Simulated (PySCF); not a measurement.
## Spin-state energies of [Mn(H2O)5]3+

The complex [Mn(H2O)5]3+ (charge +3) contains Mn(III), shell d4. The structure is a PBE0-D3(BJ)/def2-SVP, IEF-PCM water geometry optimised for multiplicity 5; coordination square pyramidal, point group C1, metal–donor distances 1.91–2.03 Å.

```
16

Mn    0.000    0.000    0.000
O     1.888   -0.034   -0.276
H     2.400   -0.848   -0.103
H     2.459    0.743   -0.122
O    -1.888    0.017   -0.282
H    -2.455   -0.762   -0.124
H    -2.409    0.828   -0.125
O     0.028   -1.914   -0.153
H    -0.164   -2.372   -0.996
H    -0.300   -2.467    0.583
O    -0.023    1.913   -0.161
H     0.310    2.476    0.566
H     0.136    2.372   -1.009
O     0.008   -0.012    2.032
H     0.804    0.010    2.588
H    -0.756    0.191    2.598
```

Method (PySCF 2.14, density fitting): CASSCF(4,5) with orbitals averaged over all microstates of the shell, strongly contracted NEVPT2 on the averaged canonical orbitals; basis x2c-TZVPall on the metal, x2c-SVPall elsewhere; spin-free X2C; IEF-PCM water; spin-orbit coupling by state interaction with the mean-field operator over all roots.

The unrestricted Kohn–Sham energies use the same basis, Hamiltonian, solvent and geometry. All energies are vertical, in cm⁻¹ above the lowest state with 2S+1 = 5; a negative value means that the lower spin is more stable. A dash marks a spin without a sound unrestricted solution.

```csv
method,2S+1 = 3,2S+1 = 1
CASSCF,18099,29488
NEVPT2,15116,26031
TPSSh,9521,–
B3LYP,10443,–
PBE0,12583,–
```

**Question.** How does exact exchange act on the 2S+1 = 3 state?

**Answer.** From TPSSh (10 % exact exchange) to PBE0 (25 %) it moves by +3061 cm⁻¹ against the high-spin state, so more exact exchange favours high spin, the usual trend.

The functionals differ in more than their exact exchange.

The active space of the d orbitals alone lacks metal–ligand bonding pairs, which usually tilts NEVPT2 towards high spin.
